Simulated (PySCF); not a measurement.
H₈P₂SSi₂.
Bonds: Si1–S2, S2–Si3, Si3–P4, Si3–P5. Hydrogens: H6, H7, H8 on Si1; H9 on Si3; H10, H11 on P4; H12, H13 on P5.

A GFN2-xTB structure with every atom displaced at random (by about 0.01 Å) was refined with PBE0-D3(BJ)/def2-SVP geometry optimisation, gas phase (PySCF 2.14.0). Values at the start:

```
   coordinate    start
       Si1–S2  2.154 Å
       Si1–H6  1.471 Å
       S2–Si3  2.152 Å
       Si3–P4  2.252 Å
       Si3–H9  1.461 Å
       P4–H10  1.421 Å
       P5–H13  1.358 Å
   Si1–S2–Si3   104.2°
    S2–Si3–P4   115.9°
    S2–Si3–P5   110.5°
    P4–Si3–P5   107.7°
Si1–S2–Si3–P4     -83°
```

How do these coordinates change at the PBE0-D3(BJ)/def2-SVP level?

```
   coordinate  PBE0-D3(BJ)/def2-SVP (Å or °)  change
       P5–H13                          1.428  +0.070
       Si3–H9                          1.492  +0.031
       Si1–H6                          1.490  +0.019
       Si3–P4                          2.263  +0.011
       P4–H10                          1.428  +0.007
       S2–Si3                          2.156  +0.004
       Si1–S2                          2.155  +0.001
   Si1–S2–Si3                          101.0    -3.2
    P4–Si3–P5                          105.9    -1.8
    S2–Si3–P5                          109.8    -0.7
    S2–Si3–P4                          115.6    -0.3
Si1–S2–Si3–P4                            -76      +7
```

The energy falls by 0.216 eV over 15 energy and gradient evaluations, the largest force component goes from 0.0280 to 2.5e-04 Eh/bohr, and the atoms move by 0.169 Å rms after alignment. The bond that changes most is P5–H13 (three-coordinate phosphorus to P–H hydrogen), which lengthens by 0.070 Å. Bonds longer at the end by more than 0.005 Å: 10 of 12; shorter: 0. Among the dihedrals that turn most is S2–Si3–P4–H11, from -24° to -43°. Rotational constants go from 1633, 1045, 812.8 to 1596, 1075, 846.9 MHz.

The run used 130 basis functions and 86 SCF cycles in all.

Stationary, but not proved a minimum. One conformer, not necessarily the lowest.
